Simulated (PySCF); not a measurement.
Species: C₉H₉N.
Structure used (PBE0-D3(BJ)/def2-SVP), in Å, numbered top down from 1:
```xyz
19
C9H9N angstrom
C     -2.979    0.806    1.086
C     -1.885    0.399    0.418
C     -1.842   -0.160   -0.941
C     -0.552   -0.440   -1.235
C      0.291   -0.076   -0.081
C      1.779   -0.291   -0.022
C      2.147   -1.781    0.038
C      2.436    0.353   -1.164
N      2.958    0.838   -2.076
C     -0.499    0.426    0.900
H     -2.909    1.213    2.098
H     -3.972    0.744    0.635
H     -2.713   -0.301   -1.580
H     -0.171   -0.850   -2.171
H      2.163    0.208    0.884
H      1.687   -2.234    0.927
H      3.236   -1.916    0.090
H      1.775   -2.311   -0.851
H     -0.184    0.790    1.878
```

All values: PBE0/pcSseg-1 (PySCF, non-relativistic), on one gas-phase PBE0-D3(BJ)/def2-SVP geometry that isn't relaxed in the solvent. The solvent is an IEF-PCM continuum (van der Waals radii × 1.2). The model holds no explicit solvent molecules, cavitation or dispersion.

Gas phase at PBE0/pcSseg-1: HOMO -6.73 eV, LUMO -2.26 eV, dipole 4.58 D.

Task: What does the continuum do to the energy, the frontier levels and the dipole at PBE0/pcSseg-1 in benzene and acetonitrile?

Result: 
```csv
solvent,ε,E(solvent) − E(gas) (kJ/mol),polarisation term (kJ/mol),distortion of the solute (kJ/mol),HOMO (eV),LUMO (eV),dipole (D)
benzene,2.271,-15.88,-17.27,1.39,-6.65,-2.16,5.20
acetonitrile,35.69,-35.44,-42.43,6.99,-6.62,-2.10,5.96
```

Polarisation term: ½ Σ q·V over the induced surface charges. Distortion: the rise of the solute's own energy as its density leaves the gas-phase optimum. From benzene to acetonitrile the lowering changes by a factor 2.23, Onsager's factor (ε − 1)/(2ε + 1) by 2.09 and ε itself by 15.7.

Task: Which radius a makes the point-dipole formula ΔE = −[(ε − 1)/(2ε + 1)]·μ²/a³ give the value in acetonitrile, with the gas-phase dipole?

Result: μ = 1.804 au and |ΔE| = 0.01350 Eh give a = 2.58 Å; the farthest nucleus lies 4.19 Å from the centroid of the nuclei, so such a sphere wouldn't even hold the nuclei. The formula assumes a rigid point dipole at the centre of a sphere.

Task: Give the dipole vector in the frame of the coordinates (D, pointing from negative to positive charge), gas and acetonitrile.

Result: Gas (-2.64, -1.68, 3.35), solvent (-3.31, -2.04, 4.52). Its length changes by +30 % and its direction by 2°.

Task: Which Hirshfeld charges (PBE0/pcSseg-1) respond most in acetonitrile (means over atoms taken as equivalent)?

Result: 
```csv
atoms,environment,gas (e),solvent (e),change
N9,nitrile nitrogen,-0.230,-0.290,-0.060
C8,nitrile carbon,+0.083,+0.101,+0.018
H15,methine hydrogen,+0.064,+0.079,+0.015
C2,fully substituted alkene carbon,-0.004,-0.015,-0.011
C4,alkene CH carbon,-0.054,-0.064,-0.010
H11,vinylic hydrogen,+0.058,+0.069,+0.011
H19,vinylic hydrogen,+0.052,+0.062,+0.010
H12,vinylic hydrogen,+0.059,+0.069,+0.010
```

Task: Which Mayer bond orders change most in acetonitrile?

Result: 
```csv
bond,length (Å),gas,solvent,change
C6–H15,1.103,0.920,0.907,-0.013
C8–N9,1.157,3.052,3.063,+0.011
C3–C4,1.353,1.729,1.720,-0.009
C5–C10,1.356,1.700,1.693,-0.007
C4–C5,1.474,1.086,1.081,-0.005
C1–H12,1.093,0.934,0.929,-0.005
C2–C3,1.470,1.077,1.073,-0.004
C10–C2,1.467,1.056,1.052,-0.004
```
